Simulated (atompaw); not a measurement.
## An all-electron radial function and its pseudo partner (barium (Ba))

Columns: radius, all-electron u(r) and pseudo u(r) of the 5d shell (level -1.65 eV) of barium in the configuration [Kr] 4d10 5s2 5p6 5d0.5 6s1.5 6p0; PBE, scalar-relativistic, PAW (atompaw) scheme, atompaw 4.2.0.5.

```
r (bohr)  all-electron  pseudo
   0.112        0.1120  0.0003
   0.223        0.1137  0.0024
   0.335       -0.0284  0.0080
   0.446       -0.1582  0.0183
   0.558       -0.2193  0.0346
   0.669       -0.2128  0.0572
   0.781       -0.1600  0.0863
   0.892       -0.0831  0.1212
   1.004        0.0042  0.1614
   1.115        0.0907  0.2051
   1.227        0.1726  0.2513
   1.338        0.2457  0.2977
   1.450        0.3102  0.3433
   1.562        0.3649  0.3861
   1.673        0.4100  0.4243
   1.785        0.4469  0.4577
   1.896        0.4758  0.4850
   2.008        0.4980  0.5064
   2.119        0.5141  0.5217
   2.231        0.5253  0.5318
   2.342        0.5321  0.5372
   2.454        0.5355  0.5388
   2.565        0.5359  0.5377
   2.677        0.5338  0.5345
   2.788        0.5299  0.5300
   2.900        0.5244  0.5244
```

Task: How many radial nodes do the two functions have?

Result: The all-electron 5d function has n − l − 1 = 2; the pseudo-wave has 0, since the states of the same l below it are removed with the core.

Task: Is the pseudo-wave norm-conserving?

Result: No, it belongs to a PAW set: the norm inside the radius is not constrained, and the difference is carried by the augmentation charge.
